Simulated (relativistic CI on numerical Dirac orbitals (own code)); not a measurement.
Sensitivity of the levels of Gd12+ to α and to the nuclear radius

Method of calculation: Dirac-Coulomb-Breit CI, separate exchange-only KLI orbitals for each configuration, derivatives by finite differences, unscaled Slater integrals, QED left out (own radial code, finite nucleus).

Configuration list (outside the closed core [Kr] 4d10): 4f4 5s2, 4f6, 4f5 5s, 4f3 5s2 6s, 4f2 5s2 6s2. The list is cut by size and lacks configurations that can hold low levels.

With x = (α/α₀)² − 1 an excitation energy changes as ω = ω₀ + qx; K = 2q/ω₀ is the relative enhancement. Terms are leading LS components, so labels can repeat. The field-shift factor is F = δν/δ⟨r²⟩ for the transition from the lowest level.

Lowest level 4f4 5s2 5I_4.

```
       Level  ω₀ (cm⁻¹)  q (cm⁻¹)  F (GHz/fm²)
4f4 5s2 5I_5     2807.1      2942        0.128
4f4 5s2 5I_6     5821.2      5765        0.256
4f4 5s2 5I_7     8944.9      8340        0.377
4f4 5s2 5I_8    12113.7     10630        0.491
4f4 5s2 5F_1    23321.4      2091        0.342
4f4 5s2 5F_2    24085.2      2186        0.354
4f4 5s2 5F_3    25714.2      4037        0.431
4f4 5s2 5S_2    27074.8      5145        0.486
4f4 5s2 5F_4    27321.9      4257        0.463
4f4 5s2 3K_6    28458.8      3226        0.506
4f4 5s2 5F_5    29884.0      7418        0.594
4f4 5s2 3K_7    30737.3      4158        0.559
4f4 5s2 3H_4    31948.6     669.4        0.435
```

At this charge energies of transitions that change n are usually good to better than 1 %, and those within a shell (Δn = 0) to a few per cent. Terms inside the open d or f shell come out 10 to 20 % too wide with unscaled integrals. Levels and lines within the n = 5 or 6 shells can be off by up to 10 % or somewhat more, and those that change n by about 2 %, since core polarisation is missing.

Question: Which transition from the lowest level has the largest |K|?

Answer: 4f4 5s2 5I_5 at 2807.1 cm⁻¹, K = 2.1.
